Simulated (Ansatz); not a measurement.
`[CH3][Nb](=[O])([F])[Cl]` + H₂O → `[CH3][Nb](=[O])([OH])[F]` + HCl at 500 K and 1 bar (formal hydrolysis of the Nb–Cl bond).

Calculated with Ansatz (gas phase, PBE0-D4/def2-TZVP geometries, no zero-point term in ΔE). CBS: MP2 limit from def2 TZ/QZ plus the TZ coupled-cluster correction, frozen cores. This one scheme is used for every species. def2 core potentials past Kr. For Nb outer-core shells are correlated without core-valence functions, which leaves a few kJ/mol of doubt a bond. One conformer a species, not always the lowest.

```
                   species  CCSD(T)/CBS energy (Eh)  H − E (kJ/mol)  S (J/(mol·K))
`[CH3][Nb](=[O])([F])[Cl]`               -731.70527           155.0          426.5
                       H₂O                -76.37941            73.2          206.3
`[CH3][Nb](=[O])([OH])[F]`               -347.69388           189.1          425.8
                       HCl               -460.38127            32.5          201.9
```

H − E and S are ideal-gas, rigid-rotor, harmonic terms from PBE0-D4/def2-TZVP, for one conformer and one mirror image of each species. 1 Eh = 2625.50 kJ/mol, R = 8.31446 J/(mol·K).

Task: By hand: ΔE, ΔH, ΔS and ΔG.

Result: ΔE = (-347.69388) + (-460.38127) − (-731.70527) − (-76.37941) = 0.00953 Eh = 25.0 kJ/mol. Δ(H − E) = 189.1 + 32.5 − 155.0 − 73.2 = -6.6, so ΔH = 18.4 kJ/mol. ΔS = 425.8 + 201.9 − 426.5 − 206.3 = -5.1 J/(mol·K). ΔG = 18.4 − 500 × (-5.1)/1000 = 20.9 kJ/mol.

Task: By hand: the equilibrium constant, and the temperature at which ΔG would vanish if ΔH and ΔS stayed fixed.

Result: log₁₀ K = −ΔG/(RT ln 10) = -2.2. ΔH and −TΔS have one sign here, so there is no such temperature. One of them is within its doubt of zero, so this could turn.

The number of gas molecules stays the same, so ΔS is small and ΔH decides. A doubt of 5 kJ/mol in ΔE shifts log₁₀ K by 0.5 here. Other conformers and mirror images would add mixing entropy, several J/(mol·K) or more a flexible species. These are equilibria of isolated gas molecules and say nothing of rates. Largest T1 diagnostic: 0.022 (customary marks: 0.02 for closed shells, 0.045 for open ones).
